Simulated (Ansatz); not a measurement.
Wavefunction ladder for CF₃NOSi (`O=C=N[Si](F)(F)F`)

```xyz
7

O    -2.775    0.901    0.810
C    -1.709    0.580    0.495
N    -0.606    0.258    0.167
Si    0.900   -0.299   -0.262
F     1.839    0.902   -0.620
F     0.803   -1.243   -1.508
F     1.547   -1.100    0.918
```

Charge 0, multiplicity 1. The structure was optimised at the PBE0-D4/def2-TZVP level. It is one conformer, not always the lowest. Frozen core, restricted reference, Ansatz. CBS rows extrapolate triple and quadruple zeta; past MP2 they add the triple-zeta difference.

| basis | HF (Eh) | MP2 corr. |
| --- | --- | --- |
| def2-SVP | -754.21827 | -1.08722 |
| def2-TZVPP | -754.93436 | -1.40738 |
| def2-QZVPP | -754.96612 | -1.53141 |

(1) Estimate the CCSD correlation energy and the (T) correction in each basis where they were run (hartree).

Results:

(1) 
```tsv
basis	CCSD corr.	(T)
def2-SVP	-1.09271	-0.02768
def2-TZVPP	-1.40241	-0.05223
CBS(def2)	-1.61832	as TZ
```
